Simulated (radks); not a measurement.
Q: Excited configurations of neutral carbon: one electron is placed in a higher orbital outside [He] 2s2 2p1. The ground configuration is [He] 2s2 2p2. Calculated with a radial shooting solver on a logarithmic mesh with Libxc functionals: scalar-relativistic Kohn-Sham, r2SCAN, spin-polarised, spherical densities, finite nucleus; open shells are filled with parallel spins first; meta-GGA in the generalised Kohn-Sham scheme; Fermi nuclear charge, rms radius 2.4702 fm. Excitation = E - E(ground); binding = E(ion) - E, where the ion is the core of charge +1; n* = 1/sqrt(2 binding) in atomic units, and the quantum defect is n - n*.

outer orbital  excitation (eV)  binding (eV)     n*  quantum defect  eigenvalue (eV)  <r> (bohr)
3p                       9.288         2.576  2.298           0.702           -1.450       7.158
5d                      11.247         0.618  4.693           0.307           -0.379       32.23

Estimate the row for 3s.

A: excitation (eV) 8.127; binding (eV) 3.738; n* 1.908; quantum defect 1.092; eigenvalue (eV) -2.275; <r> (bohr) 5.615. The Delta-SCF ionisation energy is 11.865 eV (NIST Atomic Spectra Database: 11.260 eV, measured). Self-interaction in the functional shifts the binding energies and quantum defects, so they are the method's values and not measured ones. Open shells are spherical and high-spin; term and fine-structure splittings are not resolved.
